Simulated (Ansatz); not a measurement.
Harmonic frequencies (cm⁻¹) at PBE0-D4/def2-TZVP from Ansatz: 111, 111, 161, 398, 403, 403.

(1) Which molecule is it?
A. `BrP(Br)Br`
B. `NS`
C. `Cl[Te]Cl`
D. `O=NOO`

## Answers

(1) A.
